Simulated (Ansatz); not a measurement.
One change: `B[BH][GeH3]` becomes `BBN`.

Ansatz, PBE0-D4/def2-TZVP geometries, multiplicity 1. Each molecule was computed in one conformer, which needn't be the lowest.

Scalar relativity is left out up to krypton.

```json
{"property": "HOMO–LUMO gap (B3LYP/def2-TZVPP) / eV", "`B[BH][GeH3]`": "5.43"}
{"property": "HOMO–LUMO gap (ωB97M-V/def2-TZVPP) / eV", "`B[BH][GeH3]`": "9.90"}
{"property": "ideal-gas entropy at 298 K and 1 bar (rigid rotor, harmonic PBE0-D4/def2-TZVP) / J/(mol·K)", "`B[BH][GeH3]`": "326"}
{"property": "LUMO energy (ωB97M-V/def2-TZVPP) / eV", "`B[BH][GeH3]`": "-0.12"}
{"property": "LUMO energy (PBE/def2-TZVPP) / eV", "`B[BH][GeH3]`": "-3.04"}
{"property": "HOMO energy (PBE/def2-TZVPP) / eV", "`B[BH][GeH3]`": "-6.74"}
```

(1) What does the change do to each property? (An estimate is asked.)

## Answers

(1) The calculation gave: 
```json
{"property": "HOMO–LUMO gap (B3LYP/def2-TZVPP) / eV", "`BBN`": "5.92", "shift": "0.49"}
{"property": "HOMO–LUMO gap (ωB97M-V/def2-TZVPP) / eV", "`BBN`": "10.49", "shift": "0.59"}
{"property": "ideal-gas entropy at 298 K and 1 bar (rigid rotor, harmonic PBE0-D4/def2-TZVP) / J/(mol·K)", "`BBN`": "272", "shift": "-54"}
{"property": "LUMO energy (ωB97M-V/def2-TZVPP) / eV", "`BBN`": "0.33", "shift": "0.45"}
{"property": "LUMO energy (PBE/def2-TZVPP) / eV", "`BBN`": "-2.56", "shift": "0.48"}
{"property": "HOMO energy (PBE/def2-TZVPP) / eV", "`BBN`": "-6.55", "shift": "0.19"}
```

The zero-point energy changes by 14.1 kJ/mol with -3 modes.

B3LYP here is the variant with VWN-RPA as its local correlation; programs differ in this.
